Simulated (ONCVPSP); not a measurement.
# Before and after: ONCV potential for V

ONCVPSP 4.0.1 input, shortened (lines: element, Z, core and valence counts, functional; n l f; lmax; l rc ep ncon nbas qcut; lloc lpopt rc5 dvloc0; l nproj debl; icmod fcfact rcfact), LDA (Perdew-Zunger), fully relativistic:

```
  V 23.00    5    2        3      upf
    1    0    2.00
    2    0    2.00
    2    1    6.00
    3    0    2.00
    3    1    6.00
    3    2    3.00
    4    0    2.00
    3
    0    2.85    0.00    3    8    2.30
    1    2.65    0.31    4    8    2.50
    2    2.30    0.00    3    7    6.10
    3    2.55    0.31    4    8    4.40
    4    5    2.15    0.00
    0    1    0.80
    1    1    2.00
    2    2    0.90
    3    2    1.10
    0    0.00    0.00
```

Open shells are filled in proportion to 2j + 1.

In the p channel the program set the typed energies aside and used 0.050 Ha (j = l + 1/2; the other j can differ).

All-electron outer shells of the reference configuration (LDA (Perdew-Zunger), scalar-relativistic, ld1.x):

```tsv
shell	level (eV)	outermost node (bohr)	outermost maximum (bohr)
3p	-43.95	0.35	0.84
3d	-5.38	–	0.88
4s	-4.85	1.17	2.72
```

Change: d: ncon 4, nbas 8.

Cutoffs: the cutoffs (Ha) at which the residual kinetic energy of the hardest occupied pseudo-wave falls to 1 and 0.1 mHa per electron; they do not see the model core or the augmentation charge, which bear on the density cutoff. Errors are all-electron minus pseudo energies relative to the spin-unpolarised reference configuration.

Task: Predict the effect on cutoff, ghosts and configuration errors.

Result: The potential gets neither clearly harder nor softer (15 Ha and 17 Ha → 16 Ha and 19 Ha); of the 4 tests that both files solve, the error grows in 0 and shrinks in 1 by more than 15 % and 0.3 meV (median size 38.2 → 39.0 meV); neither file shows a bound ghost.

| quantity | base | changed |
| --- | --- | --- |
| cutoff, loose | 15 Ha | 16 Ha |
| cutoff, tight | 17 Ha | 19 Ha |
| loose cutoff by channel | s 2.5 Ha, d 15 Ha | s 2.5 Ha, d 16 Ha |
| bound ghosts | none | none |
| GHOST(+) flags under 300 eV | s at 7.4 eV | s at 7.4 eV |
| error for 3d3 4s1, meV [ΔE 7.94 eV] | +16 | +16 |
| error for 3d3 4s0, meV [ΔE 22.49 eV] | +60 | +62 |
| error for 3d2 4s0, meV [ΔE 51.64 eV] | +324 | +288 |
| error for 3d3 4s0 4p2, meV [ΔE 7.00 eV] | -0.9 | -0.1 |
| s: phases at 2.89 bohr within 0.05 rad from the reference energy up to (Ha; the scan ends near 5) | 0.1 | 0.1 |
| p3/2: phases at 2.69 bohr within 0.05 rad from the reference energy up to (Ha; the scan ends near 5) | 0.6 | 0.6 |
| p1/2: phases at 2.69 bohr within 0.05 rad from the reference energy up to (Ha; the scan ends near 5) | 0.7 | 0.7 |
| d5/2: phases at 2.33 bohr within 0.05 rad from the reference energy up to (Ha; the scan ends near 5) | 3.6 | 3.8 |
| d3/2: phases at 2.33 bohr within 0.05 rad from the reference energy up to (Ha; the scan ends near 5) | 3.6 | 3.7 |
| f7/2: phases at 2.59 bohr within 0.05 rad from the reference energy up to (Ha; the scan ends near 5) | 3.3 | 3.3 |
| f5/2: phases at 2.59 bohr within 0.05 rad from the reference energy up to (Ha; the scan ends near 5) | 3.3 | 3.3 |

Base: These tests converged, but a pseudo level misses the all-electron one widely, so the file describes the atom poorly there or has found another state: 3d3 4s0 4p2: empty 4s by 11.5 eV. Changed file: These tests converged, but a pseudo level misses the all-electron one widely, so the file describes the atom poorly there or has found another state: 3d3 4s0 4p2: empty 4s by 11.5 eV.
